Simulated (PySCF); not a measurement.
Ga(F) cation (FGa), SMILES [Ga][F] (connectivity only; charge and spin as stated), charge +1, multiplicity 2. Atoms are numbered in the order given.

```xyz
2

Ga     0.0000     0.0000    -0.3839
F      0.0000     0.0000     1.3222
```
Charge +1, spin multiplicity 2.

Coordinates come from a PBE0-D3(BJ)/def2-TZVPD optimisation. The spin state was assumed, not searched.

The numbers are results of PBE0-D3(BJ)/def2-TZVPD (PySCF), not measurements.

Frequencies are harmonic and unscaled.

Computed vibrational spectrum:
| mode | ν (cm⁻¹) | IR (km/mol) | moving atoms (share of kinetic energy) |
|---|---|---|---|
| 1 | 717 | 25.9 | F 79 %, Ga 21 % |
